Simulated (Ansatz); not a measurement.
Two structures of CH$_{5}$InO, singlet, reached by relaxing down either side of one saddle point (PBE0-D4/def2-TZVP). Energies are electronic, without zero-point energy. Ansatz 0.2.0; basis: def2-TZVPP and def2-QZVPP; cores frozen in the correlated methods. Filled d shells of the heavier atoms are correlated. Core potentials replace the inner electrons of the atoms past krypton. The def2 sets are not built for correlating such inner shells, so the correlated values are less sure here. Extrapolation: Hartree–Fock as exp(−7.88 √X), correlation as X^−2.97. First:

```
atom    x (Å)    y (Å)    z (Å)
 In1   0.5428   1.7850  -1.6032
  O2  -0.2773   0.0066  -2.1281
  H3  -0.2327  -0.6433   0.3472
  C4   0.0469  -0.3076   1.3466
  H5  -0.5019  -0.2513  -3.0238
  H6   1.1197  -0.1127   1.3868
  H7  -0.4977   0.6035   1.5994
  H8  -0.1998  -1.0802   2.0750
```

Second:

In1  (0.173, 1.836, -0.463)
O2  (-0.471, -0.416, -1.686)
H3  (-0.267, -1.093, -1.033)
C4  (0.180, 0.309, 1.208)
H5  (-0.168, -0.743, -2.536)
H6  (0.971, -0.437, 1.055)
H7  (0.359, 0.765, 2.187)
H8  (-0.778, -0.222, 1.268)
(Å)

Task: Which bonds change from the first to the second?

Result: InHO ([OH][In]) + CH₄ → CH₃In ([CH3][In]) + H₂O; bonds formed: In1–C4, O2–H3; bonds broken: In1–O2, H3–C4.

Task: Give the saddle point's structure and its height above each. (To be estimated.)

Result: By the calculation: 156.3 kJ/mol above the first and 52.8 kJ/mol above the second (CCSD(T) at an estimated basis limit (MP2 extrapolated from triple and quadruple zeta, plus CCSD(T) − MP2 in triple zeta)).
| atom | x (Å) | y (Å) | z (Å) |
| --- | --- | --- | --- |
| In1 | 0.5341 | 1.7091 | -0.8202 |
| O2 | -0.6073 | -0.1372 | -1.5755 |
| H3 | -0.2964 | -0.2536 | -0.4466 |
| C4 | 0.1276 | -0.0382 | 0.9471 |
| H5 | -0.2618 | -0.8240 | -2.1514 |
| H6 | 1.1818 | -0.1037 | 1.2449 |
| H7 | -0.3650 | 0.6667 | 1.6278 |
| H8 | -0.3128 | -1.0191 | 1.1740 |

The search had been set up for a 1,1-elimination (forming O2–H3, breaking In1–O2, In1–H3); from that guess it ended on this step instead.

The T1 diagnostic stays at or below 0.017.

Labels in which every atom is bracketed show which atoms are joined, not bond orders.

For scale, one of the runs: CCSD(T)/def2-TZVPP, 182 basis functions, launched by `ansatz run in.yaml --threads 2 --pin off --events-out ev --progress --plain --max-ram 4352MiB`. The run took 58 s on 2 CPU threads of an Arm Neoverse V2 (shared host), with 2 GiB of host memory at its peak.
